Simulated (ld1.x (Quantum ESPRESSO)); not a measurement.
**Reading a pseudo-wave (chlorine (Cl))**

Columns: radius, all-electron u(r) and pseudo u(r) of the 3p shell (level -8.56 eV) of chlorine in the configuration [Ne] 3s2 3p5; PBEsol, scalar-relativistic, TM scheme, ld1.x (Quantum ESPRESSO) 7.5.

```csv
r (bohr),all-electron,pseudo
0.070,0.1213,-0.0047
0.140,0.2756,-0.0188
0.210,0.3534,-0.0419
0.280,0.3505,-0.0736
0.350,0.2879,-0.1133
0.420,0.1883,-0.1601
0.490,0.0701,-0.2129
0.560,-0.0538,-0.2706
0.630,-0.1748,-0.3318
0.700,-0.2873,-0.3947
0.770,-0.3886,-0.4576
0.840,-0.4774,-0.5186
0.910,-0.5533,-0.5757
0.980,-0.6165,-0.6273
1.050,-0.6674,-0.6719
1.120,-0.7070,-0.7085
1.190,-0.7364,-0.7368
1.260,-0.7567,-0.7568
1.330,-0.7691,-0.7691
1.400,-0.7746,-0.7746
1.470,-0.7742,-0.7742
1.540,-0.7690,-0.7690
1.610,-0.7596,-0.7596
1.680,-0.7469,-0.7469
1.750,-0.7314,-0.7314
1.820,-0.7138,-0.7138
```

How many radial nodes do the two functions have?

The all-electron 3p function has n − l − 1 = 1; the pseudo-wave has 0, since the states of the same l below it are removed with the core.

At about which radius was the pseudo-wave matched?

1.40 bohr. The columns agree to 0.0005 from 1.19 bohr on; several derivatives are matched, so the curves merge somewhat inside the radius.

Is the pseudo-wave norm-conserving?

Yes: the TM scheme keeps the norm inside the radius equal to the all-electron one, which fixes the energy derivative of the logarithmic derivative at the level.
